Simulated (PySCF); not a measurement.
**F (fluorine, neutral): UHF calculation**

Configuration: [He] 2s1 2p5 3d1, one real determinant (an excited configuration). Computed with PySCF 2.14 in aug-cc-pVTZ with one added diffuse shell each of s, p, d, f type (6s5p4d3f, 62 functions), with the non-relativistic Hamiltonian (point nucleus).

```
Total energy                                                  : -97.967313 hartree
One-electron energy                                           : -134.3839 hartree
Hartree (Coulomb) energy                                      : 46.0194 hartree
Exchange energy                                               : -9.6028 hartree
Kinetic energy                                                : 98.28963 hartree
⟨S²⟩                                                          : 3.7584
⟨L²⟩                                                          : 7.968
Sum of ⟨r⟩                                                    : 10.36 bohr
Sum of ⟨r²⟩                                                   : 25.65 bohr²
Traceless quadrupole moment −½Σ⟨3z² − r²⟩ along its main axis : -4.66 e·bohr²
Density at the nucleus (Gaussians lack the cusp)              : 422 bohr⁻³
Spin density at the nucleus                                   : 12.4 bohr⁻³
Langevin diamagnetic susceptibility                           : -20.3 ×10⁻⁶ cm³/mol
```

```csv
shell,electrons,mean orbital energy (eV),spread (eV),"rms radius, mean of both spins (bohr)"
1s α,1,-733.99,0,0.204
1s β,1,-729.60,0,0.204
2s α,1,-58.998,0,1.03
2p α,3,-34.164,3.041,1.12
2p β,2,-25.774,0,1.12
3d α,1,1.749,0,4.27
```

⟨L²⟩ = 7.97 against 12 for a pure F term, so this real determinant mixes terms. The outer electron is Rydberg-like, and this basis confines it to a smaller radius and binds it less than a complete one would. At UHF the highest occupied level has a positive energy, so only the finite basis holds that electron; for this excited configuration the basis is too tight for the outer shell.

Spin-orbit constants ζ (cm⁻¹) from the X2C one-electron operator on these orbitals (non-relativistic here): bare nucleus, nucleus screened by l(l+1)(2l+1)/3 electrons, and screened by the Breit-Pauli mean field of the electrons.

```json
{"shell": "2p", "bare": "470.3", "screened nucleus": "365.8", "mean field": "320.6"}
{"shell": "3d", "bare": "1.475", "screened nucleus": "0.1639", "mean field": "0.08003"}
```

To first order the Landé constant is A = -35.60 cm⁻¹, so the lowest level has J = 9/2 and lies 0.0199 eV below the centre of the term. This holds in LS coupling only.
